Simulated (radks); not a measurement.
All-electron atom: Ta V in [Xe] 4f14 5d1. Calculated with a radial shooting solver on a logarithmic mesh with Libxc functionals: scalar-relativistic Kohn-Sham, Wu-Cohen GGA, spin-polarised, spherical densities, point nucleus; open shells are filled with parallel spins first (spin-orbit coupling, left out, can overturn this in heavy ions).

Normalised radial functions P(r) = r R(r), r in bohr:

r,5s down,4f down,6s up
0.001444,0.0819,0.0000,0.0356
0.001941,0.1008,0.0000,0.0438
0.002609,0.1221,0.0000,0.0531
0.003508,0.1447,0.0000,0.0629
0.004717,0.1663,0.0000,0.0723
0.006342,0.1823,0.0000,0.0793
0.008526,0.1861,0.0000,0.0809
0.01156,0.1672,0.0001,0.0727
0.01554,0.1157,0.0004,0.0502
0.02089,0.0244,0.0011,0.0105
0.02808,-0.1009,0.0031,-0.0439
0.03776,-0.2282,0.0086,-0.0992
0.05076,-0.2924,0.0224,-0.1270
0.06825,-0.2138,0.0552,-0.0925
0.09176,0.0340,0.1260,0.0155
0.1234,0.3297,0.2619,0.1438
0.1672,0.3986,0.4931,0.1716
0.2248,0.0468,0.7951,0.0155
0.3022,-0.4738,1.0946,-0.2090
0.4063,-0.5699,1.2640,-0.2346
0.5463,0.0196,1.2136,0.0444
0.7345,0.8127,0.9756,0.3667
0.9875,1.1414,0.6601,0.3590
1.328,0.8766,0.3710,-0.0587
1.785,0.4118,0.1663,-0.5694
2.419,0.1085,0.0532,-0.7535
3.252,0.0153,0.0115,-0.5324
4.373,0.0009,0.0014,-0.2073
5.879,0.0000,0.0001,-0.0393
7.904,0.0000,0.0000,-0.0030

5s down: eigenvalue -114.70 eV, 4 radial nodes at r = 0.0222, 0.0888, 0.231, 0.542 bohr, <r> = 1.09 bohr, 90 % of the charge inside 1.56 bohr. 4f down: eigenvalue -66.949 eV, 0 radial nodes, <r> = 0.634 bohr, 90 % of the charge inside 1.06 bohr. 6s up (empty): eigenvalue -36.966 eV, 5 radial nodes at r = 0.0222, 0.0886, 0.229, 0.527, 1.29 bohr, <r> = 2.52 bohr, 90 % of the charge inside 3.57 bohr.
